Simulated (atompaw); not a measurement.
## Before and after: PAW (atompaw) potential for Ga (Z = 31)

```json
{
  "Element": "gallium (Ga)",
  "Generator": "atompaw 4.2.0.5",
  "Type": "PAW",
  "Functional": "LDA (PW92)",
  "Relativity": "scalar-relativistic",
  "Frozen core": "[Ar]",
  "Valence charge": "13",
  "Reference configuration": "3d10 4s2 4p1",
  "Partial waves": "4s (bound): rc 2.50 bohr; 4s channel at 1.3 Ry: rc 1.40 bohr; 4p (bound): rc 2.50 bohr; 4p channel at 0.45 Ry: rc 2.50 bohr; 3d (bound): rc 1.50 bohr; 3d channel at 3.2 Ry: rc 1.50 bohr",
  "Local potential": "bessel scheme, radius 2.00 bohr",
  "Core correction": "smooth core density matched at 2.05 bohr",
  "Augmentation charge": "besselshape compensation charge, radius 2.25 bohr; PAW radius 2.50 bohr; waves and projectors: custom rrkj vanderbiltortho"
}
```

Change: core [Ar] 3d10, valence charge 3; reference 4s1 4p2; waves now 4s (bound): rc 2.80 bohr; 4s channel at -0.4 Ry: rc 1.65 bohr; 4p (bound): rc 2.80 bohr; 4p channel at 0.6 Ry: rc 2.80 bohr; local potential bessel scheme, radius 2.20 bohr; core correction smooth core density matched at 2.50 bohr; augmentation besselshape compensation charge, radius 2.10 bohr; PAW radius 2.80 bohr; waves and projectors: custom rrkj vanderbiltortho.

Cutoffs: the cutoffs (Ry, on a coarse ladder) from which the occupation-weighted sum of valence levels, in a spherical-Bessel basis at the reference potential, stays within 10 and 1 mRy of its value at 400 Ry; they do not see the model core or the augmentation charge, which bear on the density cutoff.

Q: What does the change do?

A: The potential gets softer (50 Ry and 90 Ry → 6 Ry and 8 Ry); neither file shows a bound ghost. The shells moved into the core no longer need plane waves of their own. Several settings change at once here, so the effects cannot be laid on one of them.

```json
{"quantity": "cutoff, loose", "base": "50 Ry", "changed": "6 Ry"}
{"quantity": "cutoff, tight", "base": "90 Ry", "changed": "8 Ry"}
{"quantity": "bound ghosts", "base": "none", "changed": "none"}
{"quantity": "lowest overlap eigenvalue by channel", "base": "s 0.26, p 0.75, d 0.94", "changed": "s 0.08, p 0.79"}
```

 The cutoffs see the waves, projectors and local potential, not the compensation charge or the core.
